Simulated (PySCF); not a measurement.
Species: C₅H₄N₂Si.
Atom-mapped SMILES: `[N:1]#[C:2][CH:3]=[C:4]=[C:5]([SiH3:6])[C:7]#[N:8]` (hydrogens: H9 on C3; H10, H11, H12 on Si6)

Method: PySCF, PBE0-D3(BJ)/def2-SVP geometry optimisation, gas phase; density fitting, grid level 2; the optimiser is geomeTRIC in internal coordinates, started from a GFN2-xTB structure.

Step 0: E = -16082.8782 eV
```
atom  x, y, z in Å  |  force x, y, z in eV/Å
N1      3.7690    0.0030   -0.7796    1.355  -0.094  -1.104
C2      2.8916    0.0660   -0.0451   -0.682   0.054   0.516
C3      1.8207    0.1268    0.8681    0.044   0.042   0.111
C4      0.5924    0.3173    0.4663    0.226  -0.216   0.170
C5     -0.6249    0.4291    0.0307   -0.620  -0.602  -0.217
Si6    -1.6960   -1.0873   -0.4445    0.525   0.441   0.258
C7     -1.2473    1.6786   -0.1317    0.538  -0.572   0.150
N8     -1.8020    2.6711   -0.2757   -0.919   1.556  -0.247
H9      2.0761    0.0218    1.9148   -0.050  -0.051   0.576
H10    -2.9025   -1.0108    0.3768   -0.479  -0.036   0.249
H11    -1.9916   -0.9546   -1.8684   -0.166  -0.018  -0.528
H12    -0.8843   -2.2616   -0.1377    0.228  -0.503   0.067
```

Task: Estimate the geometry and energy of step 1. (The exact step hangs on the optimiser's Hessian estimate; all steps are aligned on step 0, rigid shifts and turns removed.)

Result: E = -16082.9746 eV, largest force 0.140 eV/Å
```
atom  x, y, z in Å  |  force x, y, z in eV/Å
N1      3.8223   -0.0037   -0.7799    0.037  -0.005  -0.008
C2      2.9205    0.0574   -0.0548   -0.018   0.007   0.001
C3      1.8189    0.1224    0.8498    0.022  -0.054   0.095
C4      0.5836    0.3126    0.4428   -0.049   0.066  -0.041
C5     -0.6525    0.4571    0.0251    0.102  -0.052   0.052
Si6    -1.6757   -1.0900   -0.4266   -0.114   0.042  -0.068
C7     -1.2521    1.7454   -0.1211   -0.025  -0.067  -0.010
N8     -1.8057    2.7542   -0.2621   -0.002   0.038   0.003
H9      2.0287    0.0020    1.9225   -0.003   0.016  -0.063
H10    -2.9252   -1.0616    0.3844    0.012  -0.017   0.006
H11    -2.0033   -1.0000   -1.8774    0.000  -0.020   0.012
H12    -0.8583   -2.2965   -0.1287    0.038   0.045   0.021
```

The energy changes by -0.0964 eV. The first-order estimate −F·Δx gives -0.2006 eV and the mean of the old and new forces, exact on a quadratic surface, -0.0962 eV. The step makes an angle of 69° with the force vector and moves no atom by more than 0.084 Å.

What follows is the cost of the whole optimisation. The run took 35 s wall on one thread, AMD EPYC 7R43 (x86_64), no GPU, shared host with 256 logical CPUs at a one-minute load of 72, and the process peaked at 0.75 GiB of memory.
